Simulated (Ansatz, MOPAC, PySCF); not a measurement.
Molecule: Si2H4Cl, net charge -1, singlet state. SMILES: [SiH2-][SiH2]Cl
Geometry: optimised at B3LYP-D3(BJ)/def2-TZVP (Ansatz, an electronic-structure program).

Unscaled harmonic wavenumbers (cm⁻¹) in rising order, each level at the stationary point that it reaches from this structure (no distance between atoms moves by over 0.3 Å); the order of modes can differ between levels, and a negative number is imaginary. B3LYP-D3(BJ)/def2-TZVP (PySCF, at the structure above): 117, 144, 353, 375, 442, 570, 637, 729, 829, 939, 970, 1904, 1943, 2080, 2097.

PM3 (MOPAC): 56, 115, 315, 340, 418, 487, 547, 668, 709, 860, 871, 1908, 1926, 1958, 1966. Zero-point energy 18.8 against 20.2 kcal/mol; where all levels lie over 400 cm⁻¹, the wavenumbers are on average 0.917 times those of B3LYP-D3(BJ)/def2-TZVP.

HF/3-21G (Ansatz): 105, 128, 297, 375, 391, 662, 701, 780, 875, 1031, 1057, 1933, 1991, 2178, 2195. Zero-point energy 21.0 against 20.2 kcal/mol; where all levels lie over 400 cm⁻¹, the wavenumbers are on average 1.071 times those of B3LYP-D3(BJ)/def2-TZVP.

HF/6-31G* (Ansatz): 120, 152, 373, 418, 479, 653, 707, 803, 921, 1040, 1068, 2030, 2076, 2249, 2270. Zero-point energy 22.0 against 20.2 kcal/mol; where all levels lie over 400 cm⁻¹, the wavenumbers are on average 1.098 times those of B3LYP-D3(BJ)/def2-TZVP.

B3LYP/6-31G* (Ansatz): 121, 141, 350, 376, 442, 581, 650, 737, 843, 960, 980, 1909, 1951, 2094, 2118. Zero-point energy 20.4 against 20.2 kcal/mol; where all levels lie over 400 cm⁻¹, the wavenumbers are on average 1.012 times those of B3LYP-D3(BJ)/def2-TZVP.
